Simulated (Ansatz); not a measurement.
Telling isomers of C2H3MgSi apart by their spectra

These gas-phase data were calculated for one isomer of C2H3MgSi at B3LYP-D3(BJ)/def2-SVP (harmonic, unscaled wavenumbers; equilibrium rotational constants with average atomic masses):

```
rotational constants            : 85.42, 1.334, 1.334 GHz
all wavenumbers above 1500 cm⁻¹ : 2227, 2221, 2221, 2158
```

Candidates:

(1) `C#C[SiH2][Mg]`, a doublet
(2) `[Mg][C]#C[SiH3]`, a doublet
(3) `C[C]1=[Si][Mg]1`, a doublet

Question: Assign the data to one candidate and say why.

Answer: Candidate (2). No mode falls between 3300 and 3560 cm⁻¹, where the ≡C–H stretch of (1) would stand. The band at 2227 cm⁻¹ lies where the Si–H stretch is expected; (3) has no mode between 2000 and 2380 cm⁻¹.

The same quantities for all candidates:

```
     rotational constants (GHz)  wavenumbers above 1500 cm⁻¹  E above the lowest, B3LYP-D3(BJ)/def2-SVP (kcal/mol)
(1)         7.991, 2.399, 1.886       3457, 2177, 2171, 2120                                                   7.4
(2)         85.42, 1.334, 1.334       2227, 2221, 2221, 2158                                                   0.0
(3)         5.064, 4.742, 2.488             3070, 3033, 2959                                                   4.2
```

Harmonic stretches to hydrogen usually lie a few per cent above observed fundamentals. Open shells are spin-unrestricted. Programs: Ansatz 0.2.0.
